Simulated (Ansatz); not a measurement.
# Molecular dynamics of C3H9Cl2NSi

Input file:

```yaml
crystal:
  periodic: [false, false, false]
  atoms:
    - { symbol: Si, position_ang: [0.040836, -0.124836, 0.053047] }
    - { symbol: "N", position_ang: [0.098896, -0.113611, 1.794465] }
    - { symbol: C, position_ang: [-0.948004, -0.729612, 2.623138] }
    - { symbol: H, position_ang: [-1.613445, -1.349769, 2.017854] }
    - { symbol: H, position_ang: [-0.489604, -1.370771, 3.387805] }
    - { symbol: H, position_ang: [-1.555404, 0.03322, 3.131118] }
    - { symbol: C, position_ang: [1.07256, 0.690848, 2.547833] }
    - { symbol: H, position_ang: [1.529923, 0.078954, 3.336092] }
    - { symbol: H, position_ang: [1.870687, 1.044955, 1.891328] }
    - { symbol: H, position_ang: [0.592709, 1.562302, 3.015233] }
    - { symbol: Cl, position_ang: [2.075453, -0.445528, -0.710141] }
    - { symbol: Cl, position_ang: [-0.525669, 1.853274, -0.766385] }
    - { symbol: C, position_ang: [-1.126227, -1.410611, -0.689236] }
    - { symbol: H, position_ang: [-2.165545, -1.189051, -0.429777] }
    - { symbol: H, position_ang: [-1.033274, -1.391763, -1.778171] }
    - { symbol: H, position_ang: [-0.865491, -2.411301, -0.332503] }
basis:
  gaussian: { orbitals: "6-31G" }
hamiltonian:
  xc: b3lyp
md:
  timestep: 0.5
  n_steps: 150
  ensemble: nve_milne
  temperature: 200.0
  initial_velocities: maxwell_boltzmann
  seed: 389589
  masses: [{ species: H, mass: 2.014 }]
```

Run as:

```bash
$ ansatz run input.yaml --threads 2 --pin off --max-ram 3072MiB --backend cpu --events-out ev --progress --plain --runs-dir out
```

It starts from a relaxed structure.

Output, in part (one step line in 2, the closing report, with atoms numbered from 0):

```
md step     0: t =     0.00 fs  T =   200.0 K  F+E_penalty+E_count = -37671.01980299 eV  E_kin = 0.361928 eV  conserved = -37670.65787499 eV  (24 SCF iters)
md step     2: t =     1.00 fs  T =   190.2 K  F+E_penalty+E_count = -37671.00213634 eV  E_kin = 0.344260 eV  conserved = -37670.65787587 eV  (27 SCF iters)
md step     4: t =     2.00 fs  T =   165.7 K  F+E_penalty+E_count = -37670.95775380 eV  E_kin = 0.299875 eV  conserved = -37670.65787851 eV  (27 SCF iters)
md step     6: t =     3.00 fs  T =   137.3 K  F+E_penalty+E_count = -37670.90641000 eV  E_kin = 0.248522 eV  conserved = -37670.65788764 eV  (22 SCF iters)
md step     8: t =     4.00 fs  T =   115.6 K  F+E_penalty+E_count = -37670.86703542 eV  E_kin = 0.209154 eV  conserved = -37670.65788092 eV  (21 SCF iters)
md step    10: t =     5.00 fs  T =   105.3 K  F+E_penalty+E_count = -37670.84850394 eV  E_kin = 0.190620 eV  conserved = -37670.65788383 eV  (21 SCF iters)
md step    12: t =     6.00 fs  T =   104.3 K  F+E_penalty+E_count = -37670.84658237 eV  E_kin = 0.188707 eV  conserved = -37670.65787520 eV  (22 SCF iters)
md step    14: t =     7.00 fs  T =   104.9 K  F+E_penalty+E_count = -37670.84772031 eV  E_kin = 0.189834 eV  conserved = -37670.65788615 eV  (26 SCF iters)
md step    16: t =     8.00 fs  T =    99.5 K  F+E_penalty+E_count = -37670.83798661 eV  E_kin = 0.180101 eV  conserved = -37670.65788577 eV  (26 SCF iters)
md step    18: t =     9.00 fs  T =    86.0 K  F+E_penalty+E_count = -37670.81345098 eV  E_kin = 0.155578 eV  conserved = -37670.65787327 eV  (27 SCF iters)
md step    20: t =    10.00 fs  T =    70.6 K  F+E_penalty+E_count = -37670.78566553 eV  E_kin = 0.127777 eV  conserved = -37670.65788894 eV  (22 SCF iters)
md step    22: t =    11.00 fs  T =    65.0 K  F+E_penalty+E_count = -37670.77554817 eV  E_kin = 0.117661 eV  conserved = -37670.65788725 eV  (21 SCF iters)
md step    24: t =    12.00 fs  T =    76.8 K  F+E_penalty+E_count = -37670.79692459 eV  E_kin = 0.139037 eV  conserved = -37670.65788781 eV  (21 SCF iters)
md step    26: t =    13.00 fs  T =   102.5 K  F+E_penalty+E_count = -37670.84330143 eV  E_kin = 0.185419 eV  conserved = -37670.65788226 eV  (22 SCF iters)
md step    28: t =    14.00 fs  T =   129.1 K  F+E_penalty+E_count = -37670.89157858 eV  E_kin = 0.233701 eV  conserved = -37670.65787786 eV  (27 SCF iters)
md step    30: t =    15.00 fs  T =   144.4 K  F+E_penalty+E_count = -37670.91925506 eV  E_kin = 0.261365 eV  conserved = -37670.65789029 eV  (27 SCF iters)
md step    32: t =    16.00 fs  T =   144.2 K  F+E_penalty+E_count = -37670.91889223 eV  E_kin = 0.261015 eV  conserved = -37670.65787773 eV  (28 SCF iters)
md step    34: t =    17.00 fs  T =   133.7 K  F+E_penalty+E_count = -37670.89976120 eV  E_kin = 0.241882 eV  conserved = -37670.65787923 eV  (27 SCF iters)
md step    36: t =    18.00 fs  T =   122.3 K  F+E_penalty+E_count = -37670.87916205 eV  E_kin = 0.221277 eV  conserved = -37670.65788500 eV  (21 SCF iters)
md step    38: t =    19.00 fs  T =   118.0 K  F+E_penalty+E_count = -37670.87138048 eV  E_kin = 0.213498 eV  conserved = -37670.65788280 eV  (21 SCF iters)
md step    40: t =    20.00 fs  T =   123.0 K  F+E_penalty+E_count = -37670.88042966 eV  E_kin = 0.222544 eV  conserved = -37670.65788544 eV  (22 SCF iters)
md step    42: t =    21.00 fs  T =   133.2 K  F+E_penalty+E_count = -37670.89885549 eV  E_kin = 0.240982 eV  conserved = -37670.65787344 eV  (25 SCF iters)
md step    44: t =    22.00 fs  T =   140.6 K  F+E_penalty+E_count = -37670.91230278 eV  E_kin = 0.254417 eV  conserved = -37670.65788545 eV  (27 SCF iters)
md step    46: t =    23.00 fs  T =   138.3 K  F+E_penalty+E_count = -37670.90810601 eV  E_kin = 0.250218 eV  conserved = -37670.65788795 eV  (27 SCF iters)
md step    48: t =    24.00 fs  T =   125.2 K  F+E_penalty+E_count = -37670.88439765 eV  E_kin = 0.226524 eV  conserved = -37670.65787341 eV  (27 SCF iters)
md step    50: t =    25.00 fs  T =   108.1 K  F+E_penalty+E_count = -37670.85353713 eV  E_kin = 0.195650 eV  conserved = -37670.65788677 eV  (27 SCF iters)
md step    52: t =    26.00 fs  T =    97.5 K  F+E_penalty+E_count = -37670.83436776 eV  E_kin = 0.176481 eV  conserved = -37670.65788634 eV  (21 SCF iters)
md step    54: t =    27.00 fs  T =    99.0 K  F+E_penalty+E_count = -37670.83704723 eV  E_kin = 0.179160 eV  conserved = -37670.65788752 eV  (21 SCF iters)
md step    56: t =    28.00 fs  T =   108.5 K  F+E_penalty+E_count = -37670.85422336 eV  E_kin = 0.196342 eV  conserved = -37670.65788172 eV  (22 SCF iters)
md step    58: t =    29.00 fs  T =   116.0 K  F+E_penalty+E_count = -37670.86774987 eV  E_kin = 0.209874 eV  conserved = -37670.65787575 eV  (27 SCF iters)
md step    60: t =    30.00 fs  T =   113.7 K  F+E_penalty+E_count = -37670.86371291 eV  E_kin = 0.205823 eV  conserved = -37670.65789020 eV  (27 SCF iters)
md step    62: t =    31.00 fs  T =   101.6 K  F+E_penalty+E_count = -37670.84169856 eV  E_kin = 0.183820 eV  conserved = -37670.65787876 eV  (25 SCF iters)
md step    64: t =    32.00 fs  T =    85.7 K  F+E_penalty+E_count = -37670.81294027 eV  E_kin = 0.155062 eV  conserved = -37670.65787837 eV  (22 SCF iters)
md step    66: t =    33.00 fs  T =    74.0 K  F+E_penalty+E_count = -37670.79184969 eV  E_kin = 0.133965 eV  conserved = -37670.65788455 eV  (22 SCF iters)
md step    68: t =    34.00 fs  T =    71.8 K  F+E_penalty+E_count = -37670.78781691 eV  E_kin = 0.129936 eV  conserved = -37670.65788133 eV  (22 SCF iters)
md step    70: t =    35.00 fs  T =    79.2 K  F+E_penalty+E_count = -37670.80118890 eV  E_kin = 0.143304 eV  conserved = -37670.65788504 eV  (22 SCF iters)
md step    72: t =    36.00 fs  T =    91.8 K  F+E_penalty+E_count = -37670.82392448 eV  E_kin = 0.166050 eV  conserved = -37670.65787433 eV  (22 SCF iters)
md step    74: t =    37.00 fs  T =   102.9 K  F+E_penalty+E_count = -37670.84408921 eV  E_kin = 0.186207 eV  conserved = -37670.65788243 eV  (27 SCF iters)
md step    76: t =    38.00 fs  T =   107.7 K  F+E_penalty+E_count = -37670.85276914 eV  E_kin = 0.194882 eV  conserved = -37670.65788753 eV  (27 SCF iters)
md step    78: t =    39.00 fs  T =   106.3 K  F+E_penalty+E_count = -37670.85023120 eV  E_kin = 0.192355 eV  conserved = -37670.65787621 eV  (27 SCF iters)
md step    80: t =    40.00 fs  T =   104.1 K  F+E_penalty+E_count = -37670.84621447 eV  E_kin = 0.188329 eV  conserved = -37670.65788539 eV  (27 SCF iters)
md step    82: t =    41.00 fs  T =   107.2 K  F+E_penalty+E_count = -37670.85187622 eV  E_kin = 0.193992 eV  conserved = -37670.65788440 eV  (22 SCF iters)
md step    84: t =    42.00 fs  T =   116.9 K  F+E_penalty+E_count = -37670.86938403 eV  E_kin = 0.211497 eV  conserved = -37670.65788714 eV  (22 SCF iters)
md step    86: t =    43.00 fs  T =   128.0 K  F+E_penalty+E_count = -37670.88944298 eV  E_kin = 0.231560 eV  conserved = -37670.65788251 eV  (28 SCF iters)
md step    88: t =    44.00 fs  T =   133.3 K  F+E_penalty+E_count = -37670.89914265 eV  E_kin = 0.241267 eV  conserved = -37670.65787540 eV  (27 SCF iters)
md step    90: t =    45.00 fs  T =   129.3 K  F+E_penalty+E_count = -37670.89183012 eV  E_kin = 0.233940 eV  conserved = -37670.65789029 eV  (27 SCF iters)
md step    92: t =    46.00 fs  T =   117.5 K  F+E_penalty+E_count = -37670.87057658 eV  E_kin = 0.212695 eV  conserved = -37670.65788174 eV  (27 SCF iters)
md step    94: t =    47.00 fs  T =   103.2 K  F+E_penalty+E_count = -37670.84458180 eV  E_kin = 0.186702 eV  conserved = -37670.65787950 eV  (22 SCF iters)
md step    96: t =    48.00 fs  T =    91.3 K  F+E_penalty+E_count = -37670.82302843 eV  E_kin = 0.165144 eV  conserved = -37670.65788426 eV  (22 SCF iters)
md step    98: t =    49.00 fs  T =    84.5 K  F+E_penalty+E_count = -37670.81075234 eV  E_kin = 0.152871 eV  conserved = -37670.65788179 eV  (22 SCF iters)
md step   100: t =    50.00 fs  T =    82.5 K  F+E_penalty+E_count = -37670.80720845 eV  E_kin = 0.149322 eV  conserved = -37670.65788665 eV  (21 SCF iters)
md step   102: t =    51.00 fs  T =    82.9 K  F+E_penalty+E_count = -37670.80798176 eV  E_kin = 0.150106 eV  conserved = -37670.65787549 eV  (22 SCF iters)
md step   104: t =    52.00 fs  T =    82.9 K  F+E_penalty+E_count = -37670.80797287 eV  E_kin = 0.150091 eV  conserved = -37670.65788189 eV  (25 SCF iters)
md step   106: t =    53.00 fs  T =    81.4 K  F+E_penalty+E_count = -37670.80520310 eV  E_kin = 0.147314 eV  conserved = -37670.65788874 eV  (27 SCF iters)
md step   108: t =    54.00 fs  T =    80.1 K  F+E_penalty+E_count = -37670.80282211 eV  E_kin = 0.144944 eV  conserved = -37670.65787821 eV  (22 SCF iters)
md step   110: t =    55.00 fs  T =    82.2 K  F+E_penalty+E_count = -37670.80660481 eV  E_kin = 0.148720 eV  conserved = -37670.65788493 eV  (22 SCF iters)
md step   112: t =    56.00 fs  T =    89.0 K  F+E_penalty+E_count = -37670.81900392 eV  E_kin = 0.161121 eV  conserved = -37670.65788280 eV  (22 SCF iters)
md step   114: t =    57.00 fs  T =    98.3 K  F+E_penalty+E_count = -37670.83572795 eV  E_kin = 0.177842 eV  conserved = -37670.65788615 eV  (22 SCF iters)
md step   116: t =    58.00 fs  T =   105.6 K  F+E_penalty+E_count = -37670.84890376 eV  E_kin = 0.191020 eV  conserved = -37670.65788397 eV  (22 SCF iters)
md step   118: t =    59.00 fs  T =   108.0 K  F+E_penalty+E_count = -37670.85340268 eV  E_kin = 0.195526 eV  conserved = -37670.65787653 eV  (22 SCF iters)
md step   120: t =    60.00 fs  T =   106.1 K  F+E_penalty+E_count = -37670.84983129 eV  E_kin = 0.191943 eV  conserved = -37670.65788856 eV  (22 SCF iters)
md step   122: t =    61.00 fs  T =   101.9 K  F+E_penalty+E_count = -37670.84227453 eV  E_kin = 0.184392 eV  conserved = -37670.65788290 eV  (22 SCF iters)
md step   124: t =    62.00 fs  T =    97.5 K  F+E_penalty+E_count = -37670.83424359 eV  E_kin = 0.176363 eV  conserved = -37670.65788021 eV  (22 SCF iters)
md step   126: t =    63.00 fs  T =    93.3 K  F+E_penalty+E_count = -37670.82668596 eV  E_kin = 0.168805 eV  conserved = -37670.65788114 eV  (22 SCF iters)
md step   128: t =    64.00 fs  T =    88.9 K  F+E_penalty+E_count = -37670.81883689 eV  E_kin = 0.160957 eV  conserved = -37670.65788006 eV  (22 SCF iters)
md step   130: t =    65.00 fs  T =    84.1 K  F+E_penalty+E_count = -37670.81003857 eV  E_kin = 0.152152 eV  conserved = -37670.65788638 eV  (22 SCF iters)
md step   132: t =    66.00 fs  T =    79.0 K  F+E_penalty+E_count = -37670.80088352 eV  E_kin = 0.143008 eV  conserved = -37670.65787551 eV  (22 SCF iters)
md step   134: t =    67.00 fs  T =    75.0 K  F+E_penalty+E_count = -37670.79367366 eV  E_kin = 0.135793 eV  conserved = -37670.65788040 eV  (22 SCF iters)
md step   136: t =    68.00 fs  T =    74.2 K  F+E_penalty+E_count = -37670.79214092 eV  E_kin = 0.134252 eV  conserved = -37670.65788843 eV  (22 SCF iters)
md step   138: t =    69.00 fs  T =    78.2 K  F+E_penalty+E_count = -37670.79945290 eV  E_kin = 0.141573 eV  conserved = -37670.65787962 eV  (22 SCF iters)
md step   140: t =    70.00 fs  T =    86.7 K  F+E_penalty+E_count = -37670.81486309 eV  E_kin = 0.156979 eV  conserved = -37670.65788403 eV  (27 SCF iters)
md step   142: t =    71.00 fs  T =    96.4 K  F+E_penalty+E_count = -37670.83240111 eV  E_kin = 0.174520 eV  conserved = -37670.65788086 eV  (27 SCF iters)
md step   144: t =    72.00 fs  T =   103.2 K  F+E_penalty+E_count = -37670.84462339 eV  E_kin = 0.186739 eV  conserved = -37670.65788482 eV  (26 SCF iters)
md step   146: t =    73.00 fs  T =   105.4 K  F+E_penalty+E_count = -37670.84865854 eV  E_kin = 0.190774 eV  conserved = -37670.65788494 eV  (27 SCF iters)
md step   148: t =    74.00 fs  T =   105.2 K  F+E_penalty+E_count = -37670.84821859 eV  E_kin = 0.190342 eV  conserved = -37670.65787652 eV  (22 SCF iters)
md step   150: t =    75.00 fs  T =   105.8 K  F+E_penalty+E_count = -37670.84932159 eV  E_kin = 0.191435 eV  conserved = -37670.65788677 eV  (26 SCF iters)
Total energy: -37670.84958822 eV, -1384.3781881483 hartree
Atom 0 at     0.038837    -0.084588     0.061990 Å, force    -0.626760     0.166864     0.038306 eV/Å
Atom 1 at     0.079511    -0.099288     1.804473 Å, force     0.044158    -0.353331     0.855506 eV/Å
Atom 2 at    -0.968597    -0.713588     2.674832 Å, force    -0.898171     0.632753    -1.832761 eV/Å
Atom 3 at    -1.812782    -1.013390     2.015017 Å, force     0.326619     0.011529     0.538886 eV/Å
Atom 4 at    -0.604759    -1.581945     3.189824 Å, force     0.436774    -0.627814     0.352958 eV/Å
Atom 5 at    -1.374836    -0.006153     3.405397 Å, force     0.162896     0.195629    -0.013574 eV/Å
Atom 6 at     1.181930     0.466072     2.597055 Å, force     0.501396    -0.192887    -1.111308 eV/Å
Atom 7 at     1.483692    -0.229405     3.368871 Å, force     0.125522    -0.378675     0.343605 eV/Å
Atom 8 at     2.059642     0.653417     1.954451 Å, force    -0.274368     0.021879     0.263723 eV/Å
Atom 9 at     0.871746     1.381150     3.052071 Å, force    -0.158109     0.933950     0.517215 eV/Å
Atom 10 at     2.088438    -0.352904    -0.669895 Å, force    -0.008488    -0.071793    -0.004526 eV/Å
Atom 11 at    -0.575109     1.844017    -0.906555 Å, force     0.104944    -0.214451     0.242959 eV/Å
Atom 12 at    -1.137488    -1.409253    -0.605993 Å, force     0.586999    -0.008595    -0.680261 eV/Å
Atom 13 at    -2.180588    -1.119057    -0.686359 Å, force    -0.129807     0.298604     0.065198 eV/Å
Atom 14 at    -0.773915    -1.681204    -1.609069 Å, force    -0.207667     0.042343     0.109233 eV/Å
Atom 15 at    -1.055568    -2.288074     0.015020 Å, force     0.014063    -0.456005     0.314841 eV/Å
Dipole moment:    -0.419179    -0.611318     0.720611 e Å
```

The run went to its last step. The conserved energy stayed within 0.0028 meV per atom of its start (net change -0.00075 meV per atom), so the integration is sound. Over the second half the temperature averaged 0.49 of the 200 K drawn at the start: a run that starts near a minimum puts about half its kinetic energy into the potential. A run of 0.075 ps of so small a system gives no equilibrium averages. Limits of this set-up: no polarisation functions.

The same pairs are bonded in the first frame and the last. Pairs count as bonded within 1.25 times the sum of covalent radii (0.12 Å more for H–H).

Last frame:

```xyz
16
Properties=species:S:1:pos:R:3
Si 0.039 -0.085 0.062
N 0.080 -0.099 1.804
C -0.969 -0.714 2.675
H -1.813 -1.013 2.015
H -0.605 -1.582 3.190
H -1.375 -0.006 3.405
C 1.182 0.466 2.597
H 1.484 -0.229 3.369
H 2.060 0.653 1.954
H 0.872 1.381 3.052
Cl 2.088 -0.353 -0.670
Cl -0.575 1.844 -0.907
C -1.137 -1.409 -0.606
H -2.181 -1.119 -0.686
H -0.774 -1.681 -1.609
H -1.056 -2.288 0.015
```

The run took 13 min on 2 threads of Arm Neoverse V2, with other jobs on the host, peak memory 0.27 GiB.
